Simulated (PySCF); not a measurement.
Screening by computed properties: pick the candidate that meets the target.

Species are written as SMILES; each is one conformer at its optimised geometry, gas phase, non-relativistic unless stated; the electronic structure was computed with PySCF and density fitting.

Dipoles, sizes and rotational constants follow the conformer. The torsions of the flexible species, by atom-mapped SMILES:
- `[CH3:1][C:2]#[C:3][Si:4]([OH:5])([OH:6])[O:7][CH2:8][CH3:9]`: C3–Si4–O7–C8 53°, Si4–O7–C8–C9 -165°, H–O5–Si4–C3 52°, H–O6–Si4–C3 65°
- `[CH3:1][O:2][B:3]([O:4][CH3:5])[B:6]([F:7])[F:8]`: C1–O2–B3–O4 -178°, O2–B3–O4–C5 0°, O2–B3–B6–F7 88°

The conformers of `[SiH3]O[C@@H]1CCOBO1`, `C=CCO[SiH2]OC(C)=O`, `C=CC[Si]1(O)OCCO1` and `[SiH3][N]([SiH3])[Al]1[CH2]CC[CH2]1` aren't listed.

Question: Wanted: HOMO–LUMO gap between 10 eV and 10.6 eV (CAM-B3LYP/def2-SVPD) and lowest triplet excitation (Tamm–Dancoff) above 4.7 eV (TDA CAM-B3LYP/def2-SVPD), at PBE0-D3(BJ)/def2-SVP geometries. Which candidate meets both?
A. `[SiH3]O[C@@H]1CCOBO1`
B. `CC#C[Si](O)(O)OCC`
C. `C=CC[Si]1(O)OCCO1`
D. `C=CCO[SiH2]OC(C)=O`
E. `B(OC)(OC)B(F)F`

Answer: A. Computed values:
```csv
species,HOMO–LUMO gap,lowest triplet excitation (Tamm–Dancoff)
C=CC[Si]1(O)OCCO1,9.35 eV,4.23 eV
CC#C[Si](O)(O)OCC,9.95 eV,4.94 eV
C=CCO[SiH2]OC(C)=O,10.08 eV,4.37 eV
[SiH3]O[C@@H]1CCOBO1,10.38 eV,7.08 eV
B(OC)(OC)B(F)F,10.77 eV,6.05 eV
```

Question: Wanted: vertical ionisation energy between 9.2 eV and 9.7 eV (ΔSCF CAM-B3LYP/def2-SVPD) and lowest singlet excitation below 7.3 eV (TDDFT CAM-B3LYP/def2-SVPD), at PBE0-D3(BJ)/def2-SVP geometries. Which candidate meets both?
A. `O1[Si](OCC1)(CC=C)O`
B. `CC#C[Si](O)(O)OCC`
C. `[SiH3][N]([SiH3])[Al]1[CH2]CC[CH2]1`
D. `[SiH3]O[C@@H]1CCOBO1`
E. `COB(OC)B(F)F`

Answer: A. Computed values:
```
                            species  vertical ionisation energy  lowest singlet excitation
[SiH3][N]([SiH3])[Al]1[CH2]CC[CH2]1                     8.98 eV                    5.45 eV
                O1[Si](OCC1)(CC=C)O                     9.36 eV                    6.88 eV
                  CC#C[Si](O)(O)OCC                     9.95 eV                    5.98 eV
               [SiH3]O[C@@H]1CCOBO1                    10.21 eV                    7.38 eV
                       COB(OC)B(F)F                    10.90 eV                    7.17 eV
```
